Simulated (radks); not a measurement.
Results of a calculation; reference values are marked as such.
Species: B4+. Configuration: 1s1 (the NIST ground configuration).

Code: a radial shooting solver on a logarithmic mesh with Libxc functionals. Model: scalar-relativistic Kohn-Sham, XLYP, spin-polarised, spherical densities, finite nucleus; open shells are filled with parallel spins first; Fermi nuclear charge, rms radius 2.406 fm.

Energy parts (eV):
| part | energy |
|---|---|
| total | -340.158 |
| kinetic | 340.386 |
| electron-nucleus | -680.623 |
| Hartree | 42.419 |
| exchange-correlation | -42.340 |

Orbitals (lengths in bohr, moments of r in powers of bohr):
orbital  occ.  eigenvalue (eV)  <1/r>
1s up       1        -309.0141  5.002

The highest occupied level is 1s up at -309.01 eV. Spin moment in Bohr magnetons: 1.
